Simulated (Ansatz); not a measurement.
Mulliken charges of `[OH][Hf]([Cl])([Cl])[SeH]` from ωB97M-V/def2-TZVPP in Ansatz (PBE0-D4/def2-TZVP geometry).

| atom | x (Å) | y (Å) | z (Å) | charge (e) |
| --- | --- | --- | --- | --- |
| O1 | 0.763 | -1.156 | -0.631 | -0.367 |
| Hf2 | -0.333 | -0.103 | 0.484 | 0.784 |
| Cl3 | 0.453 | -0.122 | 2.687 | -0.224 |
| Cl4 | -2.538 | -0.886 | 0.469 | -0.224 |
| Se5 | -0.257 | 2.296 | -0.447 | -0.239 |
| H6 | 1.259 | -1.848 | -1.059 | 0.181 |
| H7 | 0.653 | 1.818 | -1.501 | 0.089 |

Q: By hand: the dipole of these point charges (1 e Å = 4.8032 D).

A: Σ q r = (0.273, -0.152, -0.314) e Å, of length 0.443 e Å = 2.13 D.

Q: How does the dipole of the full density compare? (An estimate is asked.)

A: The calculation gave: (0.388, -0.389, -0.388) e Å, 3.23 D; the point charges give 0.66 times that, at 16° from its direction.

Point charges leave out the atoms' own dipoles, such as those of lone pairs, and Mulliken's split depends on the basis, so the two needn't agree.
